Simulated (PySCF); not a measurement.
Electron correlation in Tl⁺ (thallium, charge +1)

[Xe] 4f14 5d10 6s2, closed-shell 1S. All numbers are calculated (PySCF 2.14, scalar relativity through the core potential, in aug-cc-pwCVDZ-PP with ECP60MDF). Frozen: 5s2 5p6 5d10; 2 electrons correlated.

With two correlated electrons CCSD is exact within the correlated space (frozen core and kept virtual orbitals).

| level | correlation energy (mhartree) |
| --- | --- |
| CCSD | -27.09 |

Diagnostics: T1 = 0.0035, D1 = 0.0050, largest double amplitude 0.073.

Cost of the coupled-cluster step: roughly 0.4 core-seconds, for 2 correlated electrons.

Iterations:

```
CC2 = 0
CCSD nocc = 1, nmo = 39
frozen orbitals [0, 1, 2, 3, 4, 5, 6, 7, 8]
max_cycle = 100
direct = 0
conv_tol = 1e-08
conv_tol_normt = 1e-06
diis_space = 8
diis_start_cycle = 0
Init t2, MP2 energy = -171.3481902263  E_corr(MP2) -0.0193014150344979
Init E_corr(CCSD) = -0.0193014150356072
cycle = 1  E_corr(CCSD) = -0.0243631596371656  dE = -0.0050617446  norm(t1,t2) = 0.0342048
cycle = 2  E_corr(CCSD) = -0.0260643981075835  dE = -0.00170123847  norm(t1,t2) = 0.0130972
cycle = 3  E_corr(CCSD) = -0.0271067675436258  dE = -0.00104236944  norm(t1,t2) = 0.00525871
cycle = 4  E_corr(CCSD) = -0.0270941701980676  dE = 1.25973456e-05  norm(t1,t2) = 0.000210641
cycle = 5  E_corr(CCSD) = -0.0270938193579176  dE = 3.5084015e-07  norm(t1,t2) = 1.93225e-05
cycle = 6  E_corr(CCSD) = -0.0270933094843585  dE = 5.09873559e-07  norm(t1,t2) = 2.62092e-06
cycle = 7  E_corr(CCSD) = -0.0270934334641134  dE = -1.23979755e-07  norm(t1,t2) = 5.88571e-07
cycle = 8  E_corr(CCSD) = -0.0270934262686595  dE = 7.19545387e-09  norm(t1,t2) = 8.22999e-08
CCSD converged
E(CCSD) = -171.3559822375342  E_corr = -0.02709342626865955
```
